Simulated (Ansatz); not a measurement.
Compare A (`N[SiH](O)[SiH2][SiH3]`) with its isomer B (`N[SiH]([SiH3])O[SiH3]`).

Isolated molecules relaxed with PBE0-D4/def2-TZVP in Ansatz; ΔE leaves out vibrations. CBS: MP2 limit from def2 TZ/QZ plus the TZ coupled-cluster correction, frozen cores. DFT in def2-TZVPP. B3LYP here is the variant with VWN-RPA as its local correlation; programs differ in this. One conformer a species, not always the lowest.

(1) Which isomer does CCSD(T)/CBS put lower? Give the gap. (Best estimate.)

(2) Give E(B) − E(A) in kcal/mol with PBE-D4, CCSD/def2-TZVPP, MP2/def2-TZVPP, ωB97M-V, B2PLYP, HF/def2-TZVPP, B3LYP-D4. (An estimate is asked.)

Largest T1 diagnostic: 0.013.

## Answers

(1) The calculation gave: B, by 22.7 kcal/mol.

(2) The calculation gave: PBE-D4 -16.6, CCSD/def2-TZVPP -23.7, MP2/def2-TZVPP -24.3, ωB97M-V -23.2, B2PLYP -23.8, HF/def2-TZVPP -29.3, B3LYP-D4 -23.2. None reverses the order clearly.

From PBE to PBE0 (25 % exact exchange), in def2-TZVPP and without D4, E(B) − E(A) moves by −2.0 kcal/mol. In def2-TZVPP, CCSD(T) changes the Hartree–Fock value by +6.5 kcal/mol (the triples alone add +0.9 kcal/mol) and MP2 by +5.1 kcal/mol.
